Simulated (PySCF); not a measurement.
silylarsine (AsH5Si), SMILES [SiH3][AsH2]. Atoms are numbered in the order given.

```xyz
7

Si    -1.5654    -0.0055     0.0000
As     0.7988     0.0613     0.0000
H     -2.0492     0.7111     1.2086
H     -2.0492     0.7111    -1.2086
H     -2.1178    -1.3846     0.0000
H      0.8850    -0.9908     1.0974
H      0.8850    -0.9908    -1.0974
```
Charge 0, spin multiplicity 1.

The structure is a stationary point at PBE0-D3(BJ)/def2-TZVP.

These are PBE0/pcSseg-2 (PySCF) values and carry that method's errors.

GIAO shieldings, no solvent; atoms alike by connectivity are averaged. δ = σ(ref) − σ: ²⁹Si against TMS (σ = 341.9 ppm); ⁷⁵As against AsH3 (σ = 1914.7 ppm); ¹H against TMS (σ = 31.54 ppm), references at their B3LYP-D3(BJ)/def2-TZVP geometries, non-relativistic.

Computed chemical shifts:
```tsv
nucleus	atoms	count	δ (ppm)
²⁹Si	Si1	1	-80.6
⁷⁵As	As2	1	-58.6
¹H	H3, H4, H5	3	4.30
¹H	H6, H7	2	2.21
```
